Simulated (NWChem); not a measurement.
System meant: Si2N2H8; SMILES [SiH3]N[SiH2]N

Here is an NWChem input.

```
start job
memory heap 200 mb stack 900 mb global 1100 mb
geometry units angstroms noautoz
  Si     0.066033    -2.021951     0.072436
  N      0.327593    -0.390092    -0.469984
  Si    -0.519567     1.076607    -0.075201
  N      0.619858     2.331634     0.244046
  H      1.365518    -2.669180     0.439527
  H     -0.578275    -2.898065    -0.958873
  H     -0.822117    -1.973845     1.270451
  H      1.052376    -0.272758    -1.175595
  H     -1.428773     0.680294     1.047164
  H     -1.354028     1.627217    -1.189316
  H      1.266882     2.279714     1.022395
  H      0.399641     3.290879     0.004492
end
basis spherical
  * library def2-svp
end
dft
  odft
  mult 2
  xc xpbe96 cpbe96
  iterations 150
  mulliken
end
task dft energy
```

End of the output:

```
 Summary of "ao basis" -> "" (spherical)
 ------------------------------------------------------------------------------
       Tag                 Description            Shells   Functions and Types
 ---------------- ------------------------------  ------  ---------------------
 *                          def2-svp                  on all atoms

  pbe96 is a nonlocal functional; adding pw91lda local functional.

                                 NWChem DFT Module
                                 -----------------

 Summary of "ao basis" -> "ao basis" (spherical)
 ------------------------------------------------------------------------------
       Tag                 Description            Shells   Functions and Types
 ---------------- ------------------------------  ------  ---------------------
 Si                         def2-svp                 8       18   4s3p1d
 N                          def2-svp                 6       14   3s2p1d
 H                          def2-svp                 3        5   2s1p

 Summary of "ao basis" -> "ao basis" (spherical)
 ------------------------------------------------------------------------------
       Tag                 Description            Shells   Functions and Types
 ---------------- ------------------------------  ------  ---------------------
 Si                         def2-svp                 8       18   4s3p1d
 N                          def2-svp                 6       14   3s2p1d
 H                          def2-svp                 3        5   2s1p

  number of electrons :                   50
  multiplicity        :                    2
 ------------------------------------------------------------------------
  no. of electrons and multiplicity not compatible                  50
 ------------------------------------------------------------------------
 ------------------------------------------------------------------------
  current input line :
    27: task dft energy
 ------------------------------------------------------------------------
 ------------------------------------------------------------------------
 There is an error in the input file
 ------------------------------------------------------------------------
 For more information see the NWChem manual at https://nwchemgit.github.io

0: no. of electrons and multiplicity not compatible:Received an Error in Communication
```

Q: What is wrong, and how is it mended?

A: The program refused the input. Cause: the multiplicity doesn't fit the number of electrons (an even count wants an odd multiplicity, and the reverse). This input runs:
```
start job
memory heap 200 mb stack 900 mb global 1100 mb
geometry units angstroms noautoz
  Si     0.066033    -2.021951     0.072436
  N      0.327593    -0.390092    -0.469984
  Si    -0.519567     1.076607    -0.075201
  N      0.619858     2.331634     0.244046
  H      1.365518    -2.669180     0.439527
  H     -0.578275    -2.898065    -0.958873
  H     -0.822117    -1.973845     1.270451
  H      1.052376    -0.272758    -1.175595
  H     -1.428773     0.680294     1.047164
  H     -1.354028     1.627217    -1.189316
  H      1.266882     2.279714     1.022395
  H      0.399641     3.290879     0.004492
end
basis spherical
  Si library def2-svp
  N library def2-svp
  H library def2-svp
end
dft
  xc xpbe96 cpbe96
  iterations 150
  mulliken
end
task dft energy
```
It converges to -692.64144 Ha (PBE/def2-SVP).
